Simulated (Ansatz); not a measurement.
```yaml
crystal:
  periodic: [false, false, false]
  atoms:
    - {symbol: N, position_ang: [2.709891, -0.540949, -0.306620]}
    - {symbol: C, position_ang: [1.403095, 0.051332, -0.591307]}
    - {symbol: C, position_ang: [0.494153, 0.671219, -0.536926]}
    - {symbol: Si, position_ang: [-1.159153, -0.638593, 0.559175]}
    - {symbol: H, position_ang: [0.120874, 0.918750, -1.298120]}
    - {symbol: H, position_ang: [0.517845, 1.434021, -0.164858]}
    - {symbol: H, position_ang: [-2.362638, 0.128714, 0.355799]}
    - {symbol: H, position_ang: [-0.988477, -1.914652, -0.363321]}
    - {symbol: H, position_ang: [-0.755639, -0.560521, 1.857223]}
basis:
  gaussian: {orbitals: def2-TZVPP}
magnetization: {spin_polarized: true, initial_magnetization: 1}
hamiltonian: {xc: {name: BLYP}, dispersion: d3bjatm}
scf: {lower_state_search: off}
output: {forces: true}
```

```sh
$ ansatz run in.yaml --threads 2 --pin off --events-out ev --progress --plain --max-ram 4352MiB
```

Shortened log:

```
Error: a molecule whose nuclei and cores have a total charge of 38 cannot have a net charge of 0 together with 1 unpaired electrons
```

(1) Something in this input is off. What?

Answers

(1) The number of unpaired electrons doesn't fit the electron count. The input was rejected before any iteration.
